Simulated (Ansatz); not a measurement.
System: sum formula TiH4S, net charge 0, singlet state. 
Structure (B3LYP-D3(BJ)/def2-TZVP (Ansatz, a first-principles code) minimum search):
```
Ti
H 1 1.6947
H 1 1.6947 2 109.07
H 1 1.7008 2 111.17 3 -122.93
S 1 2.2651 2 108.10 3 117.32
H 5 1.3561 1 84.56 2 121.03
```
Charge 0, spin multiplicity 1.

Dipole moments at this geometry, in debye (magnitudes).

```csv
level,program,dipole (D)
PBE/def2-TZVPD,Ansatz,0.78
BLYP/def2-TZVPD,Ansatz,0.77
r2SCAN/def2-TZVPD,Ansatz,0.79
B97M-V/def2-TZVPD,Ansatz,0.78
PBE0/def2-TZVPD,Ansatz,0.77
CAM-B3LYP/def2-TZVPD,Ansatz,0.77
LC-wPBE/def2-TZVPD,Ansatz,[?]
wB97X-V/def2-TZVPD,Ansatz,0.81
CCSD(T)/def2-SVPD,Ansatz,[?]
```

Problem. What belongs in the gaps?

Solution. 
- LC-wPBE/def2-TZVPD, dipole (D): 0.87
- CCSD(T)/def2-SVPD, dipole (D): 0.74
